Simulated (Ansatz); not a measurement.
Isolated molecules relaxed with PBE0-D4/def2-TZVP in Ansatz; ΔE leaves out vibrations. CCSD(T)/CBS is the MP2 limit (def2-TZVPP, def2-QZVPP) plus CCSD(T) − MP2 in def2-TZVPP, frozen cores. DFT in def2-TZVPP. B3LYP here is the variant with VWN-RPA as its local correlation; programs differ in this. For Ga outer-core shells are correlated without core-valence functions, which leaves a few kJ/mol of doubt a bond. Scalar relativity is left out up to krypton. One conformer a species, not always the lowest.

Consider the redistribution: `N[SiH]([AlH2])[SiH3]` + `[CH3][GaH][NH2]` → `[NH2][GaH][SiH3]` + `C[SiH](N)[AlH2]`.

| level | ΔE (kcal/mol) | difference from CCSD(T)/CBS |
| --- | --- | --- |
| PBE0-D4 | -6.0 | -0.1 |
| PBE | -5.8 | 0.1 |
| B3LYP | -6.9 | -1.0 |
| SCS-MP2/def2-TZVPP | -6.4 | -0.5 |
| CCSD/def2-TZVPP | -6.3 | -0.4 |
| CCSD(T)/def2-TZVPP | -6.1 | -0.2 |
| HF/def2-QZVPP | -7.6 | -1.7 |
| MP2/def2-QZVPP | -5.9 | 0.0 |
| SCS-MP2/def2-QZVPP | -6.2 | -0.3 |
| CCSD/CBS(def2) | -6.2 | -0.3 |
| CCSD(T)/CBS | -5.9 | 0 |

Largest T1 diagnostic among the species: 0.015.

In def2-TZVPP, CCSD(T) changes the Hartree–Fock value by +1.6 kcal/mol (the triples alone add +0.3 kcal/mol) and MP2 by +1.7 kcal/mol.
